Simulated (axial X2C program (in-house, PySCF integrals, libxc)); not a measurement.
**Estimating the spin–orbit splitting of the π levels of SrF⁺**

All values were computed with an in-house all-electron X2C program for linear molecules (integrals from PySCF). Spin-free means the one-electron spin-free X2C Hamiltonian; two-component (2c) means X2C with spin–orbit coupling and atomic mean-field two-electron Coulomb and Gaunt terms, so the difference of the two also holds small scalar two-electron terms. Basis: Sr dyall-cv3z [13s12p8d5f1g], F dyall-av3z [7s6p3d2f] (cores contracted in-house); Gaussian nuclei, density fitting, unrestricted open shells. Masses: Sr 87.906 u, F 18.998 u.

Hartree–Fock at 1.992 Å, closed shell. Valence p splittings ε(p3/2) − ε(p1/2) of spherical Dirac–Hartree–Fock atoms with fractionally filled p shells: F 2p 0.072 eV.

```csv
"filled π level (eV), spin-free",Sr p share,F p share
-19.28,< 0.02,0.92
```

(1) In first order a p shell splits by 3ζ/2 and a π orbital by ζ. Estimate the splitting of each π level from the shares.

The two-component Hartree–Fock calculation gives:

```csv
ε(ω = 1/2) (eV),σ share of it,ε(ω = 3/2) (eV),splitting (eV),estimate (eV)
-19.319,0.33,-19.255,0.06,0.04
```

The estimate leaves out the mixing of π1/2 with σ1/2 levels, which pushes the ω = 1/2 spinor up or down, the d and f parts of the orbital, small shares of the strongly split outer-core p shell of a metal, the Gaunt term (absent from the atomic values), and the change of the atomic p orbitals with charge; Löwdin shares depend on the basis.

## Answers

(1) level -19.28 eV: (2/3) × (0.92 × 0.072) = 0.04 eV.
